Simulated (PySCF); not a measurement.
Isomers C$_{6}$H$_{7}$N$_{3}$O:

A. `O=Cc1nncn1C1CC1`
B. `Cc1nnc(C=O)c(C)n1`
C. SMILES C1(N2C=C(C=O)N=N2)CC1
D. SMILES C(C)c1cc(C=O)nnn1
E. `C=Cn1cc(C(C)=O)nn1`
F. SMILES CC(=O)c1nncnc1C

Spectrum 1. ¹H NMR (400 MHz, computed): δ 9.94 (s, 1H), 3.15 (s, 3H), 3.12 (s, 3H). ¹³C{¹H} NMR (computed): δ 208.1 (C), 167.4 (C), 162.8 (CH), 156.9 (C), 31.6 (CH3), 28.4 (CH3).

Spectrum 2. ¹H NMR (400 MHz, computed): δ 10.43 (s, 1H), 7.81 (s, 1H), 4.53 (m, 1H), 1.20 (m, 2H), 0.91 (m, 2H). ¹³C{¹H} NMR (computed): δ 189.7 (CH), 158.3 (C), 143.5 (CH), 29.3 (CH), 10.5 (CH2).

Spectrum 3. ¹H NMR (400 MHz, computed): δ 10.80 (s, 1H), 3.23 (s, 3H), 3.04 (s, 3H). ¹³C{¹H} NMR (computed): δ 203.2 (CH), 172.0 (C), 167.7 (C), 155.6 (C), 27.7 (CH3), 27.2 (CH3).

Spectrum 4. ¹H NMR (400 MHz, computed): δ 10.39 (s, 1H), 8.26 (s, 1H), 3.58 (m, 1H), 1.85 (m, 2H), 1.21 (m, 2H). ¹³C{¹H} NMR (computed): δ 190.8 (CH), 153.1 (C), 133.6 (CH), 32.9 (CH), 12.6 (CH2).

Spectrum 5. ¹H NMR (400 MHz, computed): δ 10.69 (s, 1H), 7.78 (s, 1H), 3.25 (q, 2H), 1.46 (t, 3H). ¹³C{¹H} NMR (computed): δ 202.7 (CH), 171.8 (C), 152.4 (C), 118.2 (CH), 35.3 (CH2), 20.0 (CH3).

Spectrum 6. ¹H NMR (400 MHz, computed): δ 7.94 (s, 1H), 7.27 (m, 1H), 7.11 (m, 1H), 5.58 (m, 1H), 2.88 (s, 3H). ¹³C{¹H} NMR (computed): δ 197.5 (C), 153.0 (C), 134.6 (CH), 132.1 (CH), 114.5 (CH2), 31.0 (CH3).

Relativity neglected, a single conformation, no solvent model, one averaged value for each set of equivalent atoms. Coordinates at the GFN2-xTB level; NMR shieldings at PBE0/pcSseg-1/GIAO; PySCF 2.14.0 with density-fitted response routines.

Scale: ¹H, ¹³C vs TMS (reference shieldings calculated alike). Where no couplings were computed, multiplicities follow the n + 1 count of equivalent neighbours, and m marks all less simple cases (inequivalent or close neighbours, rings, F or P nearby). Shifts are as computed. Against solution values, carbons near 30 ppm lie about +3 ppm off and those near 130 ppm about +5 ppm. Of 1211 compounds with measured shifts, 218 miss one by over three times the rms of a fit or turn the order of signals round; such compounds aren't used in these exercises.

Match each spectrum to its structure.

## Answers

1–F, 2–A, 3–B, 4–C, 5–D, 6–E.

- Spectrum 1 (F): 6 ¹³C signals; δC 208.1 is a ketone carbonyl carbon; δC 31.6 is a methyl carbon α to a carbonyl.
- Spectrum 2 (A): 5 ¹³C signals; δC 189.7 is an aldehyde carbonyl carbon; δC 29.3 is a three-membered-ring carbon.
- Spectrum 3 (B): 6 ¹³C signals; δC 203.2 is an aldehyde carbonyl carbon; δC 27.7 is a methyl carbon on an aromatic ring.
- Spectrum 4 (C): 5 ¹³C signals; δC 190.8 is an aldehyde carbonyl carbon; δC 32.9 is a three-membered-ring carbon.
- Spectrum 5 (D): 6 ¹³C signals; δC 202.7 is an aldehyde carbonyl carbon; δC 35.3 is an sp3 CH2 on an aromatic ring.
- Spectrum 6 (E): 6 ¹³C signals; δC 197.5 is a ketone carbonyl carbon; δC 134.6 is an alkene CH.
